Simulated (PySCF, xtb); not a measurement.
H4Si2, SMILES [SiH][SiH3] (connectivity only; charge and spin as stated), neutral, multiplicity 1.

Harmonic wavenumbers (cm⁻¹) from xtb with GFN2-xTB at its own minimum, in rising order: 146, 349, 372, 522, 586, 811, 832, 883, 1956, 2120, 2126, 2158.

Task: What does PySCF with ωB97X-D3(BJ)/def2-TZVP give at its own minimum? (An estimate is asked for; the answer gives what the named calculation found.)

Result: 79, 387, 393, 448, 728, 886, 942, 966, 2079, 2209, 2217, 2234. Paired by order, the mean absolute difference is 83 cm⁻¹ and the zero-point energies are 18.4 and 19.4 kcal/mol.
